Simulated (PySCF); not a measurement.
**Computed vibrations of [Pb(OH)3]−**

[Pb(OH)3]− (singlet). PySCF 2.14.0, RKS PBE0, Pb def2-SVP with ECP60, O def2-SVP, H def2-SVP; non-relativistic Hamiltonian with scalar-relativistic core potentials where named; density fitting; no spin-orbit coupling. Central differences of gradients.

```xyz
7

Pb    0.0000    0.0000   -0.2382
O     1.8634    0.0000    0.9162
H     1.6134    0.0000    1.8480
O    -0.9317    1.6138    0.9162
H    -0.8067    1.3972    1.8480
O    -0.9317   -1.6138    0.9162
H    -0.8067   -1.3972    1.8480
```

Run from Python with OMP_NUM_THREADS=2. Where DIIS fails, smearing, a level shift and second-order steps follow.
It took 40 s on 2 threads of Arm Neoverse N1, on a shared host.

(1) What are the harmonic wavenumbers and infrared intensities?

(2) Is this a minimum?

Answers

(1) Modes are labelled in C3v; negative numbers are unstable modes, those under 60 cm⁻¹ near the noise; a finer grid moves soft modes by up to 10 cm⁻¹.
| cm⁻¹ | km/mol | symmetry |
| --- | --- | --- |
| -309 | – | a2 |
| -51 | – | e |
| -51 | – | e |
| 158 | 39.1 | a1 |
| 226 | 115.6 | e |
| 226 | 115.6 | e |
| 444 | 124.2 | e |
| 444 | 124.2 | e |
| 474 | 83.6 | a1 |
| 666 | 43.3 | e |
| 666 | 43.3 | e |
| 773 | 7.0 | a1 |
| 3854 | 3.0 | a1 |
| 3855 | 0.1 | e |
| 3855 | 0.1 | e |

(2) No: 3 unstable; the lowest moves the atoms so:
```
Pb   0.00  0.00  0.00
O    0.00  0.03  0.00
H    0.00 -0.58  0.00
O   -0.03 -0.02  0.00
H    0.50  0.29  0.00
O    0.03 -0.02  0.00
H   -0.50  0.29  0.00
```
